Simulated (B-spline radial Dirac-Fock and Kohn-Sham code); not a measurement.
## Widths and yields of inner-shell holes in Mn²⁺

System: Mn²⁺, configuration [Ar] 3d4 4s1 (not the ground configuration).

The computed values come from an atomic code on a B-spline grid: a relativistic independent-particle model: LDA orbitals of the hole state, radiative multipoles to third order, Auger rates from the Coulomb interaction with a continuum orbital, Dirac-Fock energies.

Partial widths are in eV. Coster-Kronig decay leaves a hole in the same principal shell; its rates are the weakest part of the model, often 1.5 to 2.5 times too large and more for N holes. Holes without an open Auger channel, or with an unreliable SCF state, are not listed.

| hole | radiative | Auger | Coster-Kronig | total | fluorescence yield | lifetime (fs) |
| --- | --- | --- | --- | --- | --- | --- |
| 1s | 0.347 | 0.752 | 0 | 1.10 | 0.316 | 0.599 |
| 2s | 0.00247 | 0.284 | 4.84 | 5.12 | 0.000482 | 0.128 |
| 2p1/2 | 0.00138 | 0.361 | 0 | 0.362 | 0.00382 | 1.82 |
| 2p3/2 | 0.00138 | 0.367 | 0 | 0.368 | 0.00374 | 1.79 |
| 3p1/2 | 2.48e-05 | 0 | 0.104 | 0.104 | 0.000238 | 6.31 |
| 3p3/2 | 2.37e-05 | 0 | 0.107 | 0.107 | 0.000221 | 6.12 |
